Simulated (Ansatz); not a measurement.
This singlet lies 1.00 eV below the relaxed triplet at the level B3LYP/cc-pVTZ // PBE0-D3(BJ)/def2-TZVP (Ansatz, a quantum-chemistry and plane-wave program).

Species: C3H3N, SMILES `C#C[C]N` (lower singlet) (charge 0, multiplicity 1).

Question: Give a relaxed geometry from Ansatz with PBE0-D3(BJ)/def2-TZVP.

Answer: the end point of this relaxation (outside a Z-matrix the atoms follow the SMILES, hydrogens last).
Cartesian coordinates (Å) in one orientation:
```xyz
7

C      1.927    -0.017     0.594
C      0.801    -0.274     0.226
C     -0.434    -0.708    -0.265
N     -1.451     0.065    -0.002
H      2.923     0.191     0.906
H     -2.369    -0.194    -0.330
H     -1.397     0.936     0.523
```
